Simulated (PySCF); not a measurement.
A species of formula C6H5F5O2 has this rotational fingerprint, computed with PBE0/pcSseg-1 in PySCF (dipole) on a GFN2-xTB geometry, gas phase:

- Rotational constants: A = 2028, B = 331.7, C = 327.0 MHz
- Dipole components: |μa| = 0.97 D, |μb| = 1.74 D, |μc| = 0.42 D
- Inertial defect: -227.16 u·Å²
- κ: -0.99

**Question.** Which candidate fits, each taken in the one conformer that was computed?
A. `[F:1][CH:2]([F:3])[O:4][C@H:5]1[CH:6]=[C:7]([C:8]([F:9])([F:10])[F:11])[CH2:12][O:13]1` with F1–C2–O4–C5 -77°, C2–O4–C5–C6 180°, O4–C5–C6–C7 108°, C6–C7–C12–O13 7°, C7–C12–O13–C5 -14°, O4–C5–O13–C12 -100°
B. `[CH3:1][O:2][C@@:3]1([C:4](=[O:5])[F:6])[CH2:7][C@:8]1([F:9])[C:10]([F:11])([F:12])[F:13]` with C1–O2–C3–C4 70°, O2–C3–C4–O5 -13°

**Answer.** A. It is FC(F)O[C@H]1C=C(C(F)(F)F)CO1, a near-prolate asymmetric top, point group C1. The candidates at the same level (rigid rotor, commonest isotopes):

```tsv
SMILES	A (MHz)	B (MHz)	C (MHz)	μa (D)	μb (D)	μc (D)	Δ (u·Å²)	point group	rotor
FC(F)O[C@H]1C=C(C(F)(F)F)CO1	2028	331.7	327.0	0.97	1.74	0.42	-227.16	C1	near-prolate asymmetric top
CO[C@@]1(C(=O)F)C[C@]1(F)C(F)(F)F	1114	761.6	592.3	0.25	1.74	1.28	-263.86	C1	asymmetric top
```

`CO[C@@]1(C(=O)F)C[C@]1(F)C(F)(F)F` has B 130 % too high. No structure here is proved a minimum.
